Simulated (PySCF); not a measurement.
`C[Se][C@H]1CC[S@@]1=O`, C4H8OSSe

Geometry:
```csv
atom,x (Å),y (Å),z (Å)
C1,2.704,-0.123,-0.203
Se2,1.479,0.992,0.844
C3,-0.113,0.618,-0.243
C4,-0.674,-0.799,-0.195
C5,-2.140,-0.388,-0.199
S6,-1.719,1.326,0.414
O7,-2.223,2.312,-0.530
H8,2.376,-1.159,-0.157
H9,3.691,-0.025,0.239
H10,2.718,0.233,-1.230
H11,0.044,0.999,-1.253
H12,-0.407,-1.287,0.743
H13,-0.369,-1.443,-1.022
H14,-2.568,-0.306,-1.194
H15,-2.803,-0.943,0.457
```

Level of theory: PySCF, TDDFT wB97X-D/aug-cc-pVDZ circular dichroism and optical rotation, one conformer, gas phase. Geometry: GFN2-xTB.

The molecule is flexible and this is one conformer; a measurement averages over conformers. The calculation is non-relativistic, which matters for the atoms heavier than Zn.

Draw the ECD and absorption spectra from the lowest 16 states, each a Gaussian of half-width 0.3 eV at 1/e height.


```
E (eV)  λ (nm)  Δε (L mol⁻¹ cm⁻¹)  ε (L mol⁻¹ cm⁻¹)
  4.14     300              +0.07             0.572
  4.24     293              +0.20              1.57
  4.34     286              +0.43              3.51
  4.44     279              +0.75              6.83
  4.54     273              +1.04              13.4
  4.64     267              +1.14              32.4
  4.74     262              +0.96              90.8
  4.84     256              +0.53               242
  4.94     251              -0.05               544
  5.04     246              -0.59              1000
  5.14     241              -0.81              1510
  5.24     237              -0.36              1900
  5.34     232              +0.95              2090
  5.44     228              +2.80              2150
  5.54     224              +4.46              2190
  5.64     220              +5.18              2200
  5.74     216              +4.63              2070
  5.84     212              +2.84              1850
  5.94     209              -0.03              1720
  6.04     205              -3.50              1840
  6.14     202              -6.32              2170
  6.24     199              -6.69              2560
  6.34     196              -3.28              2960
  6.44     193              +3.91              3470
  6.54     190             +13.41              4280
  6.64     187             +22.37              5390
  6.74     184             +26.90              6500
  6.84     181             +23.97              7110
```
Δε uses R in velocity form, ε uses f in length form. Only the states computed contribute, so the short-wavelength end is incomplete.

The sign of the CD band at 218 nm isn't settled: the length form gives the opposite one.
